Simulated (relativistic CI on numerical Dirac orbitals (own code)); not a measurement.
What each ingredient does to the levels of Lu47+

Base calculation: Dirac-Coulomb-Breit CI, orbitals from a KLI potential per configuration, model QED (radiative potential, 1s self-energy scaled to tabulated hydrogen-like ionisation energies), unscaled Slater integrals.

CI space (outside the closed core [Ne]): 3s²3p⁶3d⁶, 3s²3p⁵3d⁷, 3s²3p⁴3d⁸, 3s3p⁶3d⁷, 3p⁶3d⁸, 3s3p⁵3d⁸, 3s²3p⁶3d⁵4s, 3s²3p⁶3d⁵4p, 3s²3p⁴3d⁷4s, 3s²3p⁶3d⁵4d, 3s²3p⁴3d⁷4p, 3s²3p⁵3d⁶4s, 3s²3p⁶3d⁵4f, 3s²3p⁴3d⁷4d, 3s3p⁵3d⁷4s, 3s²3p⁵3d⁶4p, 3s²3p⁵3d⁶4d, 3s²3p⁶3d⁴4s², 3s3p⁶3d⁶4s, 3p⁶3d⁷4s, 3p⁶3d⁷4p, 3s²3p⁶3d⁵5s, 3p⁶3d⁷4d, 3s3p⁶3d⁵4s². Levels of other configurations are missing.

Variants: (1) configuration mixing switched off; (2) QED terms removed. Shifts of the energy above 3s²3p⁶3d⁶ ³F4, in eV, for the lowest level and the first level of each name with at least 55 % of one term (blank where a level changes its place among those of its configuration and J or its character, or is not in the variant):

```tsv
Level	Base	Δ(1)	Δ(2)
3s²3p⁶3d⁶ ³F4	0.000	0.000	0.000
3s²3p⁶3d⁶ ⁵D3	50.433	-0.339	-0.153
3s²3p⁶3d⁶ ³G5	60.201	-0.787	-0.148
3s²3p⁶3d⁶ ³H6	60.302	-1.178	-0.150
3s²3p⁶3d⁶ ³P1	81.357	+0.787	-0.152
3s²3p⁶3d⁶ ⁵D2	106.493	-0.043	-0.299
3s²3p⁶3d⁶ ⁵D0	109.420	+0.077	-0.297
3s²3p⁶3d⁶ ³H5	116.963	-0.925	-0.301
3s²3p⁶3d⁶ ¹I6	120.453	-1.326	-0.301
3s²3p⁶3d⁶ ¹D2	161.777	+1.387	-0.291
3s²3p⁶3d⁶ ¹S0	177.866	+2.146	-0.301
3s²3p⁵3d⁷ ⁵G°6	355.513	-1.492	+0.481
3s²3p⁵3d⁷ ³P°0	366.057	-0.052	+0.492
3s²3p⁵3d⁷ ³D°3	367.040	-0.353	+0.488
3s²3p⁵3d⁷ ⁵G°5	413.063	-1.301	+0.333
3s²3p⁵3d⁷ ³I°7	433.914	-1.518	+0.338
```

At this charge energies of transitions that change n are usually good to better than 1 %, and those within a shell (Δn = 0) to a few per cent.

Ionisation energy from the two ground configurations alone: base 4086.12 eV. The NIST ASD value (theoretical) is 4086 eV.

LS names give the leading component of a level, which can be under half, so a name can repeat, a term be missing and a line seem to break the LS rules.
